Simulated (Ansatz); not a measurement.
C2H5ClSn, relaxed with RKS PBE-D4/def2-SVP in Ansatz 0.2.0 from a rough embedded geometry. The force threshold is 0.03 eV/Å; the program also tests the step.

The species carries charge 0 and has multiplicity 1. Sn takes the def2 core potential. The bonds changed during the relaxation, so this is another structure than the one it started from.

Start:

```xyz
9

Cl   -1.516   -1.699    0.232
C    -0.801   -0.070    0.424
C    -0.414    0.497   -0.838
Sn    1.337   -0.094    0.161
H    -1.224    0.639    1.157
H    -0.543    1.627   -0.922
H    -0.646   -0.092   -1.786
H     1.785   -1.793    0.116
H     2.021    0.987    1.456
```

Question: By how much does the energy fall, and how many steps does the optimiser take? (Estimate.)

Answer: The calculation gave: 24.27 kcal/mol, in 18 steps, 2 of them rejected.

Question: Which bonds change most? (Best estimate.)

Answer: Computed: C3–Sn4 from 2.101 to 2.536 Å; Cl1–C2 from 1.790 to 1.724 Å; C2–C3 from 1.438 to 1.376 Å; C3–H7 from 1.140 to 1.100 Å.

Question: Give the relaxed structure. (Best estimate.)

Answer: The calculation gave: 
```xyz
9

Cl   -1.648   -1.763    0.169
C    -0.941   -0.194    0.275
C    -0.540    0.517   -0.833
Sn    1.858   -0.068   -0.253
H    -0.902    0.215    1.296
H    -0.329    1.592   -0.716
H    -0.721    0.131   -1.847
H     1.430   -1.480    0.756
H     1.792    1.050    1.153
```
